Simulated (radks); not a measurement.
Spherical quantum dot in the effective-mass picture: electrons in a well V = -V0 / (1 + exp((r - R)/a)) with V0 = 6.09, R = 3.91, a = 0.15, all in effective atomic units (hartree* = m*/eps^2 hartree, bohr* = eps/m* bohr), one dielectric constant everywhere. Calculated with a radial shooting solver with Libxc functionals: non-relativistic Kohn-Sham, PBEsol, spin-polarised, spherical densities. Levels are named by radial order and angular momentum (1s, 1p, 1d, 2s, ...), and open shells are averaged over m. Results are scaled to m* = 0.484 and eps = 15.9, for which hartree* = 52.1 meV and bohr* = 1.738 nm. Each electron was tried in the lowest free levels, single moves between levels near the top were tried too, and the lowest total energy was kept; such a search can miss a lower state. The series stops at N = 14: beyond it a trial failed or the search could not be trusted, so later rows were left out. At N = 1 the Hartree and exchange-correlation terms need not cancel, so that row can carry a self-interaction error.

N,open shells,2S,mu = E(N) - E(N-1) (meV),addition energy mu(N+1) - mu(N) (meV),e(HOMO) (meV),rms radius (nm)
1,"1s(up 1, down 0)",1,-301.13,20.34,-293.13,3.772
2,none,0,-280.79,29.90,-272.85,3.960
3,"1p(up 1, down 0)",1,-250.89,15.82,-243.08,4.223
4,"1p(up 2, down 0)",2,-235.07,16.17,-227.01,4.373
5,"1p(up 3, down 0)",3,-218.90,20.50,-210.79,4.479
6,"1p(up 3, down 1)",2,-198.40,15.28,-190.85,4.566
7,"1p(up 3, down 2)",1,-183.12,15.62,-175.34,4.637
8,none,0,-167.51,31.81,-159.66,4.698
9,"1d(up 1, down 0)",1,-135.70,15.14,-128.15,4.772
10,"1d(up 2, down 0)",2,-120.56,15.20,-112.97,4.834
11,"1d(up 3, down 0)",3,-105.37,15.21,-97.761,4.888
12,"1d(up 4, down 0)",4,-90.153,15.21,-82.545,4.935
13,"1d(up 5, down 0)",5,-74.941,19.17,-67.339,4.978
14,"1d(up 5, down 1)",4,-55.766,-,-48.394,5.018

All shells are closed at N = 2, 8 (there: 1s2 1p6); the second difference of the energy has clear peaks (12 % above both neighbours; the first and last values, which can be the largest, are not judged, and half-filled shells can peak too) at N = 2, 5, 8.
